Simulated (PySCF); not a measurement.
## A thermochemical cycle for RbZn

r²SCAN in PySCF with def2-SVP on every atom (core potentials on Rb), for the lowest determinant that a PBE0 search found; no spin–orbit coupling. RbZn, a doublet (σ ↑), has De = 0.09 eV to neutral atoms, and RbZn⁺, a singlet (closed shell), has De = 0.20 eV to Rb⁺ + Zn.

At the same level the Rb atom ionises at 4.09 eV.

Problem. What is the adiabatic ionisation energy of the molecule, and does ionisation strengthen or weaken the bond?

Solution. IE = IE(Rb) + De(neutral) − De(ion) = 4.09 + 0.09 − 0.20 = 3.98 eV. De changes by +0.11 eV, so ionisation strengthens the bond.

Closed-shell solutions of metal pairs were not tested for spin polarisation, which can lower them a little. Weak bonds: RbZn, RbZn⁺. Basis-set superposition, not corrected here, can be much of De in a small basis, most of all at correlated wavefunction levels. For an ion De counts to the pair picked by the measured ionisation energies or electron affinities, which need not be the lowest pair at this level. States were picked by a PBE0 search and need not be the measured ground states.
